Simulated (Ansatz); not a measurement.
Which is lower?

Two relaxed structures of CH₃NTe, singlet (PBE0-D4/def2-TZVP; forces vanish, vibrations not checked).

A:

```tsv
atom	x (Å)	y (Å)	z (Å)
N1	-1.2286	0.2025	-0.6605
C2	-0.0166	-0.0692	-0.2427
Te3	0.3262	0.5022	1.7500
H4	-1.4619	-0.0471	-1.6125
H5	-1.9894	0.6416	-0.1473
H6	1.8796	-0.0575	1.6734
```

B:

```
atom    x (Å)    y (Å)    z (Å)
  N1  -1.6097   0.6301  -0.5265
  C2  -0.9115   0.7000   0.3892
 Te3   0.2592   0.8726   2.0436
  H4   0.7557  -1.2228  -1.3176
  H5   1.4073  -1.5816  -1.2483
  H6   1.4325  -0.0710   1.3500
```

Program: Ansatz 0.2.0. Basis: def2-TZVPP. Cores are frozen in the correlated methods. Filled d shells of the heavier atoms are correlated. Core potentials replace the inner electrons of the atoms past krypton. The def2 sets are not built for correlating such inner shells, so the correlated values are less sure here. B3LYP uses VWN-RPA correlation.

Problem. Which structure is lower at CCSD(T), and by how much? (An estimate is asked for; the value comes from the calculation.)

Solution. By the calculation: B, by 0.596 eV (electronic energy, against the other). By their contacts, A is CH₃NTe ([NH2][C][TeH]) and B is a complex of CHNTe ([N][C][TeH]) + H₂.

All methods give the same order:

```json
{"method": "PBE-D4", "E(B) − E(A) (eV)": "-0.248"}
{"method": "r2SCAN-D4", "E(B) − E(A) (eV)": "-0.267"}
{"method": "PBE0-D4", "E(B) − E(A) (eV)": "-0.175"}
{"method": "B3LYP-D4", "E(B) − E(A) (eV)": "-0.404"}
{"method": "wB97M-V", "E(B) − E(A) (eV)": "-0.404"}
{"method": "HF", "E(B) − E(A) (eV)": "-0.495"}
{"method": "MP2", "E(B) − E(A) (eV)": "-0.777"}
{"method": "CCSD", "E(B) − E(A) (eV)": "-0.574"}
{"method": "CCSD(T)", "E(B) − E(A) (eV)": "-0.596"}
```

No T1 diagnostic of these runs exceeds 0.017.

Labels in which every atom is bracketed show which atoms are joined, not bond orders.

For scale, one of the runs: CCSD(T)/def2-TZVPP, 154 basis functions, launched by `ansatz run in.yaml --threads 2 --pin off --events-out ev --progress --plain --max-ram 4352MiB`. The run took 42 s on 2 CPU threads of an Arm Neoverse V2 (shared host), with 1.2 GiB of host memory at its peak.
